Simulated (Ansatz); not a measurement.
System: C2H5BF, charge 0, multiplicity 2. It need not be the lowest isomer of its formula. 
Geometry from a B3LYP-D3(BJ)/def2-TZVP (Ansatz, a program for electronic structure) optimisation:
```xyz
9

B      0.0517    -0.0005     0.0286
F      0.0494    -0.0579     1.3750
C      1.4226     0.0484    -0.6591
C     -1.3362     0.0106    -0.6948
H      1.5367     0.0959    -1.7361
H      2.3524     0.0378    -0.1000
H     -1.9342     0.8614    -0.3515
H     -1.9093    -0.8831    -0.4259
H     -1.2664     0.0579    -1.7815
```
Charge 0, spin multiplicity 2.

Basis-set convergence of Hartree-Fock and CCSD(T) correlation energies (hartree) with Ansatz. Correlated levels leave the core frozen unless marked. Open shells are spin-unrestricted. Spin-orbit coupling is left out. No relativistic terms.

| basis | functions | E(HF) | E(corr, CCSD(T)) |
|---|---|---|---|
| cc-pVDZ | 81 | -202.82095 | -0.58004 |
| cc-pVTZ | 190 | … | … |

### Question
Complete the blanks.

### Answer

- cc-pVTZ, E(HF): -202.88724
- cc-pVTZ, E(corr, CCSD(T)): -0.72496
